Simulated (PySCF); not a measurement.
# C₆ coefficients of unlike pairs at PBE0

Calculated with PySCF 2.14 from the dipole response of each species, C₆(A,B) = (3/π) ∫ α_A(iu) α_B(iu) du, in atomic units, from isotropic polarisabilities. For ions this is the dispersion term alone; charge-induced terms of lower order in 1/R come first.

| species | configuration | basis | relativity | α (bohr³) | C₆ (like pair) |
| --- | --- | --- | --- | --- | --- |
| Ta⁺ | [Xe] 4f14 5d3 6s1 (5F) | def2-TZVPPD with the def2 core potential (60 electrons) (6s5p3d2f1g) | core potential | 41.44 | 351.6 |
| Mg⁺ | [Ne] 3s1 (2S) | aug-cc-pVTZ with one added diffuse shell each of s, p, d, f type (7s6p4d3f) | none | 34.93 | 152.5 |
| Ni⁺ | [Ar] 3d9 (2D) | x2c-QZVPPall with one added diffuse shell each of s, p, d, f, g type (12s8p7d5f3g) | spin-free X2C | 8.263 | 28.41 |
| Ar²⁺ | [Ne] 3s2 3p4 (3P) | aug-cc-pV(Q+d)Z with one added diffuse shell each of s, p, d, f, g type (8s7p6d4f3g) | none | 4.798 | 16.81 |

Question: Estimate C₆ for Ar²⁺ with Ni⁺.

Answer: The integral gives 21.50. The combination rule 2 C_A C_B / (C_A α_B/α_A + C_B α_A/α_B) gives 21.02 and the geometric mean 21.85.

No spin-orbit coupling is included.

The other pairs:

```tsv
pair	C₆
Ni⁺, Ta⁺	94.85
Mg⁺, Ta⁺	221.1
Ar²⁺, Mg⁺	36.45
Ar²⁺, Ta⁺	68.42
Ni⁺, Mg⁺	54.00
```
